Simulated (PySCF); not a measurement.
Adding and removing an electron: BiH

UHF; Bi cc-pVTZ-PP with ECP60, H cc-pVTZ; scalar-relativistic core potentials (PySCF 2.14). Neutral (UHF): triplet (π ↑↑), Re = 1.790 Å, ωe = 1863 cm⁻¹, De = 1.31 eV, HOMO -8.60 eV, LUMO 0.80 eV.

BiH⁺ (UHF): doublet (π ↑), Re = 1.774 Å, ωe = 1986 cm⁻¹. The energies at the minima are -214.14219 hartree for BiH and -213.84473 for BiH⁺.

(1) Work out the adiabatic ionisation energy, without and with harmonic zero-point energies (1 hartree = 27.2114 eV, 1 eV = 8065.5 cm⁻¹), and the change of the bond length.

These are scalar-relativistic numbers at best; spin–orbit coupling would shift them, the dissociation energy most. Hartree–Fock leaves out correlation, which carries a large part of most bond energies and some tenths to 1 eV of ionisation energies. States were picked by a PBE0 search and need not be the measured ground states.

Answers

(1) At UHF: 0.29746 hartree = 8.094 eV between the minima; the zero-point term (1986.0 − 1863.0)/2 cm⁻¹ = +0.008 eV makes it 8.102 eV. Re changes by -1.6 pm against the neutral. The electron leaves a π orbital, which is non-bonding in a hydride.
